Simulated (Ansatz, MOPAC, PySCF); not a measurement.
Pair of molecules: C2H4 (SMILES C=C) (first 6 atoms) with CH4O (SMILES CO); geometry from B3LYP-D3(BJ)/def2-TZVP, rigid monomers moved along the line of their centres of mass till C2···H12 is 3.39 Å.
(charge 0, multiplicity 1):
```xyz
12

C      0.59472    -0.26677    -0.04864
C     -0.64630     0.20187    -0.04427
H      0.81927    -1.28237    -0.35108
H      1.43606     0.34779     0.24828
H     -0.86958     1.21852     0.25620
H     -1.48795    -0.41105    -0.34312
C      0.13771     0.35032     4.71544
O     -0.32735    -0.86033     4.14444
H      1.17440     0.57052     4.43403
H      0.09607     0.23297     5.79788
H     -0.48849     1.20696     4.43895
H     -0.29530    -0.77151     3.18363
```

Interaction energies are E(AB) − E(A) − E(B) at the monomers' geometry in the complex; basis-set methods are counterpoise corrected. Rows marked so take none.

Frozen-core correlation. Rows in 3-21G, 6-311+G**, 6-31G* carry no dispersion term and start afresh at each structure (6-31G* with six Cartesian d functions). MP2/6-31G* freezes PySCF's default core. The state reached by PM3 isn't checked.

Run with Ansatz (Gaussian basis) for Hartree–Fock, density functionals and correlated methods; MOPAC for PM3 (differences of heats of formation); PySCF for 3-21G rows, 6-311+G** rows, 6-31G* rows, the dispersion terms. 

Other levels give for the interaction energy: PBE/def2-TZVPPD -1.18; B3LYP/def2-TZVPPD -0.83; B3LYP-D3(BJ)/def2-TZVPPD -1.45; wB97M-V/def2-TZVPPD -1.40; CCSD(T)/aug-cc-pVDZ -1.31 kcal/mol.

Common cheap choices:

```csv
level,interaction energy (kcal/mol)
PM3,-0.29
HF/6-31G* (no counterpoise),-1.54
BP86/6-31G* (no counterpoise),-1.22
B3LYP/3-21G (no counterpoise),-1.54
B3LYP/6-31G* (no counterpoise),-1.52
B3LYP/6-311+G** (no counterpoise),-1.01
M06-2X/6-31G* (no counterpoise),-1.69
MP2/6-31G* (no counterpoise),-1.74
```

Ansatz is a first-principles code.
